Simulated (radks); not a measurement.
Results of a calculation; reference values are marked as such.
Question: Coulomb parameter of the 3d shell of the manganese ion Mn+ in the model configuration [Ar] 3d5 4s1, as a second difference U = [E(n + 0.5) + E(n - 0.5) - 2 E(n)] / (0.5)^2 with all orbitals relaxed. "Bare": the charge of the atom changes with n. "Screened": the 4s shell takes up the change at fixed total charge, which measures U(3d,3d) + U(4s,4s) - 2 U(3d,4s). Code: a radial shooting solver on a logarithmic mesh with Libxc functionals. Model: scalar-relativistic Kohn-Sham, r2SCAN, spin-unpolarised, spherical densities, finite nucleus; meta-GGA in the generalised Kohn-Sham scheme; Fermi nuclear charge, rms radius 3.7057 fm. Estimate both.

Answer: U(bare) = 13.613 eV, U(screened by 4s) = 2.776 eV, against the Slater integral F0(3d,3d) = 21.519 eV with frozen orbitals.
